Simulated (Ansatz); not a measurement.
Computed with frozen-core CCSD(T)/cc-pVTZ // CAM-B3LYP-D3(BJ)/def2-TZVP (Ansatz, a first-principles code). The geometry is that of the parent before the electron was removed.

Ansatz 0.2 input:
```yaml
crystal:
  periodic: [false, false, false]
  atoms:
    - { symbol: B, position_ang: [1.251013, 0.1159, -0.255548] }
    - { symbol: N, position_ang: [0.02032, 0.001904, -0.346698] }
    - { symbol: C, position_ang: [-1.268432, -0.117522, -0.442145] }
    - { symbol: N, position_ang: [-2.410844, -0.223416, -0.52678] }
    - { symbol: H, position_ang: [2.407938, 0.22313, -0.169853] }
basis:
  gaussian: { orbitals: cc-pVTZ }
correlation:
  method: ccsd_t
total_charge: 1
magnetization:
  spin_polarized: true
  initial_magnetization: 1
```

Output:

```
Functional definition: HF
800 factors; integrals over basis functions are off by at most 1.2e-3 eV
mean field evaluation 1: about -4668.8474 eV, gradient 2.8e1 eV
mean field evaluation 2: about -4668.8514 eV, gradient 2.8e1 eV
mean field evaluation 4: about -4672.6429 eV, gradient 2.8e0 eV
mean field evaluation 8: about -4672.7482 eV, gradient 3.7e-1 eV
mean field evaluation 16: about -4672.7577 eV, gradient 8.6e-4 eV
mean field evaluation 32: about -4672.7225 eV, gradient 1.0e0 eV
mean field evaluation 64: about -4672.7577 eV, gradient 4.4e-6 eV
mean field evaluation 96: about -4672.7577 eV, gradient 2.1e-6 eV
mean field evaluation 128: about -4672.7577 eV, gradient 1.9e-4 eV
mean field evaluation 160: about -4672.7572 eV, gradient 7.4e-2 eV
mean field evaluation 192: about -4672.7414 eV, gradient 6.1e-1 eV
mean field evaluation 224: about -4668.3000 eV, gradient 4.7e-2 eV
mean field evaluation 256: about -4668.3003 eV, gradient 2.0e-3 eV
mean field evaluation 288: about -4672.5130 eV, gradient 3.9e0 eV
mean field evaluation 320: about -4668.0627 eV, gradient 1.1e1 eV
mean field evaluation 352: about -4666.4179 eV, gradient 2.8e0 eV
mean field evaluation 384: about -4665.9395 eV, gradient 4.5e-1 eV
mean field evaluation 416: about -4665.9410 eV, gradient 4.9e-2 eV
mean field evaluation 448: about -4665.1299 eV, gradient 1.0e1 eV
mean field evaluation 480: about -4665.2105 eV, gradient 3.0e-1 eV
mean field -4672.75766882 eV, -171.7206770202 hartree, gradient 1.3e-6 eV, S^2 0.817474; 10 other end points of the search recorded, 0 dependent functions left out
determinant -4672.75766882 eV, -171.7206770202 hartree, with singles and doubles -4688.40371471 eV, -172.2956586015 hartree
determinant -4671.27258523 eV, -171.6661012049 hartree, with singles and doubles -4686.77305580 eV, -172.2357329919 hartree
4 core orbitals not correlated
reference -4672.75766882 eV, -171.7206770202 hartree; 9, 8 occupied and 121, 122 virtual orbitals, 800 factors
second order -14.85532463 eV of doubles, -0.00000000 eV of singles
cycle   1  -15.47131220 eV  change    -1.3e0 eV  update   2.6e-2
cycle   2  -15.52356653 eV  change   -5.2e-2 eV  update   6.7e-3
cycle   3  -15.52056455 eV  change    3.0e-3 eV  update   4.0e-3
cycle   4  -15.52473270 eV  change   -4.2e-3 eV  update   2.4e-3
cycle   5  -15.52814396 eV  change   -3.4e-3 eV  update   1.5e-3
cycle   6  -15.52869835 eV  change   -5.5e-4 eV  update   6.6e-4
cycle   7  -15.52902362 eV  change   -3.3e-4 eV  update   2.6e-4
cycle   8  -15.52906910 eV  change   -4.5e-5 eV  update   1.1e-4
cycle   9  -15.52894918 eV  change    1.2e-4 eV  update   4.6e-5
cycle  10  -15.52892480 eV  change    2.4e-5 eV  update   2.1e-5
cycle  11  -15.52892931 eV  change   -4.5e-6 eV  update   9.4e-6
perturbative correction -0.80303921 eV, -0.0295111465 hartree
Total energy: -4689.08963733 eV, -172.3208657929 hartree
```

Cost: around 80 core-seconds (rough).
